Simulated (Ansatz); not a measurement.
Basis sets compared for Sn₂Te₃. Charge 0, multiplicity 1. Geometry PBE0-D4/def2-SVP. Ansatz on 4 threads of Arm Neoverse V2 on a shared host; times are rough, and most runs start from earlier orbitals.

```xyz
5

Sn    0.9669   -1.4565    0.9975
Sn   -0.2185    1.8512    0.7590
Te   -0.3445   -0.2135   -1.2477
Te   -2.7499   -1.1186   -1.8494
Te    2.3461    0.9374    1.3406
```

In the def2 sets Sn, Te take a core potential; there is no spin–orbit coupling. Another isomer (singlet) lies 1.56 eV lower at PBE0-D4/def2-TZVP; other spin states weren't run for this one.

Binding counts from free atoms (Sn triplet, Te triplet) in the same basis, without a counterpoise term.

```
           level  functions  energy (Eh)  HOMO (eV)  LUMO (eV)  binding per atom (eV)  wall time
 PBE-D4/def2-SVP        130   -1232.8225      -4.62      -4.00                   2.42        2 s
PBE0-D4/def2-SVP        130   -1232.8732      -5.34      -3.64                   2.21      3.6 s
```

**Question.** Estimate the rows for PBE-D4/def2-TZVP (with forces), PBE0-D4/def2-TZVP.

**Answer.** 
```csv
level,functions,energy (Eh),HOMO (eV),LUMO (eV),binding per atom (eV),wall time
PBE-D4/def2-TZVP (with forces),250,-1232.8676,-4.68,-4.03,2.45,5 s
PBE0-D4/def2-TZVP,250,-1232.9169,-5.38,-3.63,2.26,9 s
```
